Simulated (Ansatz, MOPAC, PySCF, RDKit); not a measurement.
Pair of molecules: selenium dioxide (SMILES O=[Se]=O) (first 3 atoms) with C2H4 (SMILES C=C); geometry from B3LYP-D3(BJ)/def2-TZVP, rigid monomers moved along the line of their centres of mass till Se2···C4 is 3.65 Å.
(charge 0, multiplicity 1):
```xyz
9

O      1.1723    -0.9372     1.0497
Se    -0.2747    -0.3014     1.3751
O     -0.3172     1.3035     1.2132
C      0.6673    -0.2220     4.8964
C     -0.5913     0.1656     5.0773
H      0.9920    -1.2307     5.1201
H      1.4216     0.4561     4.5166
H     -0.9116     1.1749     4.8497
H     -1.3448    -0.5113     5.4617
```

Monomers are frozen at their geometry in the pair; levels with a basis set take the counterpoise correction. Rows marked so take none. RDKit's UFF carries no charges.

Rows in 3-21G carry no dispersion term and start afresh at each structure; the Pople sets are all-electron and without relativity. The state reached by AM1 isn't checked.

Codes used: Ansatz (Gaussian basis) for Hartree–Fock, density functionals and correlated methods; MOPAC for AM1 (differences of heats of formation); PySCF for 3-21G rows, the dispersion terms; RDKit for the force fields. Values without a source in brackets are computed.

**Question.** One of these levels gives -10.4 kJ/mol for the interaction energy. Which one is it?
(A) UFF
(B) PBE-D4/def2-TZVPPD
(C) AM1
(D) B3LYP/3-21G (no counterpoise)

**Answer.** D, B3LYP/3-21G (no counterpoise). The others give -1.6 (UFF), 0.1 (AM1), -15.4 (PBE-D4/def2-TZVPPD)

Ansatz is a quantum-chemistry and plane-wave program.
